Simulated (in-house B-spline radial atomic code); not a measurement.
A run on an ion of nuclear charge 66 with 66.3 electrons that did not converge. Method: scalar-relativistic (X2C) B3LYP, spin-polarised, spherical fractional occupations, Fermi nucleus of rms radius 5.2218 fm; computed with an all-electron radial atomic-structure program (B-spline basis).

Command:
```bash
python run_scf.py task.json out
```
Settings (nuclear radius in fm, mass in u):
```
Z                66
configuration    [Xe] 4f10.3 6s2
hamiltonian      x2c
method           b3lyp
spin_polarised   True
nucleus          fermi
rms_radius       5.2218
atomic_mass      163.92918
speed_of_light   137.035999084
```

First and last ten iterations of the last attempt (damped for 15 steps, keeping 80 % of the old Fock matrix, then DIIS):
```
 iter        energy (Eh)    residual
    1      -12102.845985    7.77e-01
    2      -12107.503330    1.40e+00
    3      -12131.755211    9.00e-01
    4      -12144.915125    5.49e-01
    5      -12151.535370    3.52e-01
    6      -12154.593591    2.26e-01
    7      -12155.895504    1.49e-01
    8      -12156.425957    9.34e-02
    9      -12156.651763    6.04e-02
   10      -12156.760821    4.44e-02
  111      -12156.862127    2.30e-02
  112      -12152.268059    2.01e-01
  113      -12152.268898    2.01e-01
  114      -12152.266865    2.01e-01
  115      -12152.253798    2.01e-01
  116      -12152.263263    2.01e-01
  117      -12152.257632    2.01e-01
  118      -12152.263909    2.01e-01
  119      -12152.284842    2.00e-01
  120      -12152.283499    2.00e-01
 not converged after 120 iterations
```

The smallest residual met was 1.1e-02; the threshold is about 7e-07. No energy from this run should be used. The likely cause: this method binds the added charge weakly or not at all at the basis-set limit, so charge moves back and forth between the atom and the box. Run time, properties included: 5.6 s on 1 thread of Arm Neoverse V1, with other jobs on the host.
